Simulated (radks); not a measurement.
Values are calculated unless marked as measured or tabulated.
These are the eigenvalues of the occupied orbitals of an atom or ion with whole-number occupations (hartree). Code: a radial shooting solver on a logarithmic mesh with Libxc functionals. Model: non-relativistic Kohn-Sham, PBE, spin-polarised, spherical densities, point nucleus.

1s: -4.86046

Which element is it, and in what charge state? The configuration may be excited. Open shells, if any, are filled with parallel spins first.

Answer. Z = 4, beryllium, charge +2: Be2+ in [He]. The 1s level, -4.8605 hartree, gives Z - s = 3.1 by -(Z - s)^2/2, which with screening narrows Z to a few neighbours, and with so few levels the electron count can be read from the list.
